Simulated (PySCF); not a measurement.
C2H5ClFNSi. Atoms are numbered in the order given.

```xyz
11

C     -3.3256    -0.4723     0.0439
N     -1.9823    -0.4216    -0.4564
C     -1.0177    -0.2821     0.3582
Si     0.6944    -0.2086    -0.3857
F      1.5706    -1.4632     0.1474
Cl     1.6291     1.4980     0.2834
H     -3.4001    -0.3819     1.1454
H     -3.7909    -1.4189    -0.2752
H     -3.9138     0.3318    -0.4270
H     -1.1810    -0.1941     1.4562
H      0.6693    -0.2365    -1.8622
```

Geometry: PBE0-D3(BJ)/def2-SVP. The structure was generated by enumeration; whether it is a known compound was not checked. The values are those of a single conformer.

Method: PBE/pcSseg-1 run with PySCF.

GIAO shieldings, no solvent; atoms alike by connectivity are averaged. δ = σ(ref) − σ: ¹³C against TMS (σ = 182.0 ppm); ¹⁵N against NH3 (σ = 267.0 ppm); ²⁹Si against TMS (σ = 335.4 ppm); ¹⁹F against CFCl3 (σ = 133.6 ppm); ³⁵Cl against HCl (σ = 936.5 ppm); ¹H against TMS (σ = 31.49 ppm), references at their B3LYP-D3(BJ)/def2-TZVP geometries, non-relativistic (without spin–orbit terms, shifts of atoms bonded to Cl or Br come out too high).

| nucleus | atoms | count | δ (ppm) |
|---|---|---|---|
| ¹³C | C3 | 1 | 177.8 |
| ¹³C | C1 | 1 | 61.0 |
| ¹⁵N | N2 | 1 | 454.1 |
| ²⁹Si | Si4 | 1 | -3.8 |
| ¹⁹F | F5 | 1 | -177.5 |
| ³⁵Cl | Cl6 | 1 | 79.6 |
| ¹H | H10 | 1 | 8.65 |
| ¹H | H11 | 1 | 5.67 |
| ¹H | H7, H8, H9 | 3 | 4.03 |
